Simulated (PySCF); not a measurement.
# Fluorine: a sound run and one with changed settings

Sound run: F⁺ [He] 2s2 2p4, F²⁺ [He] 2s2 2p3. All numbers are calculated (PySCF 2.14, the non-relativistic Hamiltonian (point nucleus), in def2-TZVP (5s3p2d1f, 31 functions)). The sound run starts from symmetry-adapted Hartree-Fock orbitals and uses a fine grid where one is needed.

Changed run: radial step 0.8 in ln r (0.13 in the sound run). This setting is unsound on purpose.

| species | method | sound run (hartree) | changed run (hartree) | converged |
| --- | --- | --- | --- | --- |
| F⁺ | UHF | -98.83647 | -98.83647 | yes |
| F⁺ | TPSS | -99.13388 | -99.14120 | yes |
| F⁺ | LDA | -98.44875 | -98.45686 | yes |
| F²⁺ | UHF | -97.60872 | -97.60872 | yes |
| F²⁺ | TPSS | -97.83025 | -97.86513 | yes |
| F²⁺ | LDA | -97.15307 | -97.16810 | yes |

Ionisation energy of F⁺:

```csv
method,sound run (eV),changed run (eV)
UHF,33.409,33.409
TPSS,35.474,34.724
LDA,35.257,35.069
```

A coarse radial grid mis-integrates the density and the exchange-correlation energy, with errors of either sign; Hartree-Fock needs no grid.

For comparison, NIST gives 34.971 eV between the lowest levels.
